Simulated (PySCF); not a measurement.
A geometry optimisation on `O=CC(=O)[NH][GeH3]`.

Method: PBE0-D3(BJ)/def2-SVP geometry optimisation, gas phase (PySCF 2.14.0). Start geometry: GFN2-xTB. The input is one job of a driver script: a line of settings, then coordinates in Å.

Command:
```bash
OMP_NUM_THREADS=1 python probes_run.py task.json out
```

Input:
```
{"job": {"xc": "PBE0", "basis": "def2-SVP", "d3": "d3bj", "grid": 1, "shake": 0.01, "kind": "geom"}, "charge": 0, "multiplicity": 1}
O      2.661590     0.458100    -0.661360
C      2.177150     0.047180     0.353680
C      0.676090    -0.129980     0.578030
O      0.275290    -0.566750     1.626740
N     -0.118250     0.215020    -0.425530
Ge    -1.896450    -0.055200     0.026600
H      2.814710    -0.253750     1.215070
H      0.320820     0.587380    -1.264680
H     -2.195750     0.804780     1.223530
H     -2.059310    -1.517800     0.295000
H     -2.617770     0.385200    -1.197820
```

Output:
```
step   0  E = -2360.38178205  max force = 0.027110
step   1  E = -2360.38666160  max force = 0.006563
step   2  E = -2360.38707621  max force = 0.005981
step   3  E = -2360.38715032  max force = 0.001189
step   4  E = -2360.38716832  max force = 0.001065
step   5  E = -2360.38717368  max force = 0.001218
step   6  E = -2360.38717740  max force = 0.001244
step   7  E = -2360.38718339  max force = 0.000885
step   8  E = -2360.38718749  max force = 0.000606
step   9  E = -2360.38718393  max force = 0.000950
step  10  E = -2360.38719552  max force = 0.000636
step  11  E = -2360.38720492  max force = 0.000471
step  12  E = -2360.38720871  max force = 0.000396
optimisation converged
```

Energies in Eh; «max force» is the largest Cartesian gradient component in Eh/bohr.

Question: How much energy does the optimisation release, in kcal/mol?

Answer: E(step 0) − E(last step) = 0.005427 Eh, which is 3.4 kcal/mol.

Question: Give the first gradient maximum in eV/Å.

Answer: With 1 Eh/bohr = 51.422 eV/Å, 1.394 eV/Å.

Summary of the converged run: final energy -2360.38721 Eh after 12 steps; dipole 1.98 D.

Question: Give the final coordinates.

Answer: 0.149 Å rms from the input after alignment:
```
atom  x, y, z in Å
O1     2.5675    0.2220   -0.4202
C2     2.1779   -0.1599    0.6494
C3     0.6970   -0.3381    0.9793
O4     0.3581   -0.7372    2.0780
N5    -0.1390   -0.0215   -0.0281
Ge6   -1.9828   -0.2064    0.1996
H7     2.8536   -0.4205    1.4987
H8     0.3111    0.2833   -0.8877
H9    -2.4269    0.7027    1.3492
H10   -2.2970   -1.6796    0.4794
H11   -2.5684    0.2512   -1.1440
```

Question: Estimate the wall time. Hardware: an Arm Neoverse V1 with one thread, on a shared host. And the peak memory of the process?

Answer: About 97 s, with 0.53 GiB resident at the peak, the Python interpreter and its libraries included.
Labels such as C1 count atoms from 1, the log's own numbers from 0.
